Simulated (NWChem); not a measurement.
Everything below was run with NWChem. System: C$_{2}$H$_{6}$Se, charge 0, spin multiplicity 1, displaced from the optimised geometry.

Job file:

```
start mol
memory heap 200 mb stack 900 mb global 1100 mb
geometry units angstroms nocenter noautoz
  C     -1.502018     0.000000     0.837994
  Se     0.000000     0.000000    -0.484417
  C      1.502018     0.000000     0.837994
  H     -1.466744     0.919317     1.479246
  H     -2.455655     0.000000     0.248641
  H     -1.466744    -0.919317     1.479246
  H      1.466744     0.919317     1.479246
  H      2.455655     0.000000     0.248641
  H      1.466744    -0.919317     1.479246
  symmetry group C2v
end
basis spherical
  * library def2-svp
end
dft
  xc b3lyp
  semidirect memsize 60000000 filesize 0
  iterations 100
  convergence nodiis damp 40
end
task dft gradient
```

The output up to the point where the run's verdict is printed (cleaned and shortened):

```
             Northwest Computational Chemistry Package (NWChem) 7.3.0
             --------------------------------------------------------

                                NWChem Input Module
                                -------------------

 Scaling coordinates for geometry "geometry" by  1.889725989
 (inverse scale =  0.529177249)

 Turning off AUTOSYM since
 SYMMETRY directive was detected!

                             Geometry "geometry" -> ""
                             -------------------------

 Output coordinates in angstroms (scale by  1.889725989 to convert to a.u.)

  No.       Tag          Charge          X              Y              Z
 ---- ---------------- ---------- -------------- -------------- --------------
    1 C                    6.0000    -1.50201800     0.00000000     0.83799400
    2 Se                  34.0000     0.00000000     0.00000000    -0.48441700
    3 C                    6.0000     1.50201800     0.00000000     0.83799400
    4 H                    1.0000    -1.46674400     0.91931700     1.47924600
    5 H                    1.0000    -2.45565500     0.00000000     0.24864100
    6 H                    1.0000    -1.46674400    -0.91931700     1.47924600
    7 H                    1.0000     1.46674400     0.91931700     1.47924600
    8 H                    1.0000     2.45565500     0.00000000     0.24864100
    9 H                    1.0000     1.46674400    -0.91931700     1.47924600

 Effective nuclear repulsion energy (a.u.)     181.3523415199

            Nuclear Dipole moment (a.u.)
            ----------------------------
        X                 Y               Z
 ---------------- ---------------- ----------------
     0.0000000000     0.0000000000     0.0000302356

      Symmetry information
      --------------------

 Group name             C2v
 Group number             16
 Group order               4
 No. of unique centers     4

      Symmetry unique atoms

     1    2    4    5


 Summary of "ao basis" -> "" (spherical)
 ------------------------------------------------------------------------------
       Tag                 Description            Shells   Functions and Types
[...]
 Grid integrated density:      52.000088423092
 Requested integration accuracy:   0.10E-05
 d= 0,ls=0.5         70  -2126.3395774610  2.60D+02  4.26D-01              11.4
 d= 0,ls=0.5         71  -2386.5349680796 -2.60D+02  4.26D-01              11.5
 Grid integrated density:      52.000088423092
 Requested integration accuracy:   0.10E-05
 d= 0,ls=0.5         72  -2126.3395774610  2.60D+02  4.26D-01              11.7
 d= 0,ls=0.5         73  -2386.5349680796 -2.60D+02  4.26D-01              11.8
 Grid integrated density:      52.000088423092
 Requested integration accuracy:   0.10E-05
 d= 0,ls=0.5         74  -2126.3395774610  2.60D+02  4.26D-01              11.9
 d= 0,ls=0.5         75  -2386.5349680796 -2.60D+02  4.26D-01              12.1
 Grid integrated density:      52.000088423092
 Requested integration accuracy:   0.10E-05
 d= 0,ls=0.5         76  -2126.3395774610  2.60D+02  4.26D-01              12.2
 d= 0,ls=0.5         77  -2386.5349680796 -2.60D+02  4.26D-01              12.3
 Grid integrated density:      52.000088423092
 Requested integration accuracy:   0.10E-05
 d= 0,ls=0.5         78  -2126.3395774610  2.60D+02  4.26D-01              12.4
 d= 0,ls=0.5         79  -2386.5349680796 -2.60D+02  4.26D-01              12.5
 Grid integrated density:      52.000088423092
 Requested integration accuracy:   0.10E-05
 d= 0,ls=0.5         80  -2126.3395774611  2.60D+02  4.26D-01              12.6
 d= 0,ls=0.5         81  -2386.5349680796 -2.60D+02  4.26D-01              12.8
 Grid integrated density:      52.000088423092
 Requested integration accuracy:   0.10E-05
 d= 0,ls=0.5         82  -2126.3395774610  2.60D+02  4.26D-01              12.9
 d= 0,ls=0.5         83  -2386.5349680796 -2.60D+02  4.26D-01              13.0
 Grid integrated density:      52.000088423092
 Requested integration accuracy:   0.10E-05
 d= 0,ls=0.5         84  -2126.3395774610  2.60D+02  4.26D-01              13.1
 d= 0,ls=0.5         85  -2386.5349680796 -2.60D+02  4.26D-01              13.2
 Grid integrated density:      52.000088423092
 Requested integration accuracy:   0.10E-05
 d= 0,ls=0.5         86  -2126.3395774610  2.60D+02  4.26D-01              13.3
 d= 0,ls=0.5         87  -2386.5349680796 -2.60D+02  4.26D-01              13.4
 Grid integrated density:      52.000088423092
 Requested integration accuracy:   0.10E-05
 d= 0,ls=0.5         88  -2126.3395774610  2.60D+02  4.26D-01              13.6
 d= 0,ls=0.5         89  -2386.5349680796 -2.60D+02  4.26D-01              13.7
 Grid integrated density:      52.000088423092
 Requested integration accuracy:   0.10E-05
 d= 0,ls=0.5         90  -2126.3395774610  2.60D+02  4.26D-01              13.8
 d= 0,ls=0.5         91  -2386.5349680796 -2.60D+02  4.26D-01              13.9
 Grid integrated density:      52.000088423092
 Requested integration accuracy:   0.10E-05
 d= 0,ls=0.5         92  -2126.3395774610  2.60D+02  4.26D-01              14.0
 d= 0,ls=0.5         93  -2386.5349680796 -2.60D+02  4.26D-01              14.1
 Grid integrated density:      52.000088423092
 Requested integration accuracy:   0.10E-05
 d= 0,ls=0.5         94  -2126.3395774610  2.60D+02  4.26D-01              14.2
 d= 0,ls=0.5         95  -2386.5349680796 -2.60D+02  4.26D-01              14.3
 Grid integrated density:      52.000088423092
 Requested integration accuracy:   0.10E-05
 d= 0,ls=0.5         96  -2126.3395774610  2.60D+02  4.26D-01              14.5
 d= 0,ls=0.5         97  -2386.5349680796 -2.60D+02  4.26D-01              14.6
 Grid integrated density:      52.000088423092
 Requested integration accuracy:   0.10E-05
 d= 0,ls=0.5         98  -2126.3395774610  2.60D+02  4.26D-01              14.7
 d= 0,ls=0.5         99  -2386.5349680796 -2.60D+02  4.26D-01              14.8
 Grid integrated density:      52.000088423092
 Requested integration accuracy:   0.10E-05
 d= 0,ls=0.5        100  -2126.3395774610  2.60D+02  4.26D-01              14.9
```

The run did not converge; its last values are not results. The next line reads: Calculation failed to converge. NWChem stopped with the message: dft gradient failed.
